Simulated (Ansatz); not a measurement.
Z-matrix (Å, degrees):
```
Si
Cl 1 2.041
Br 1 2.206 2 110.4
H 1 1.476 2 108.5 3 -118.6
H 1 1.476 2 108.5 3 118.6
```

Total charge 0; spin multiplicity 1.

Q: List the PBE0/def2-TZVPP orbital energies in eV (Ansatz). (Estimate.)

A: Ansatz gave: Occupied: -13150.40, -2767.76, -1804.69, -1705.30, -1535.85, -1535.79, -1535.79, -259.62, -239.13, -197.90, -197.77, -197.76, -179.49, -179.31, -179.30, -146.84, -101.55, -101.51, -101.44, -72.99, -72.94, -72.93, -72.78, -72.78, -23.62, -22.01, -15.41, -11.60, -11.46, -11.20, -9.58, -9.48, -8.86, -8.70. Lowest empty: -0.33, -0.01, 0.94, 1.40, 3.54, 4.05, 4.21, 4.29.
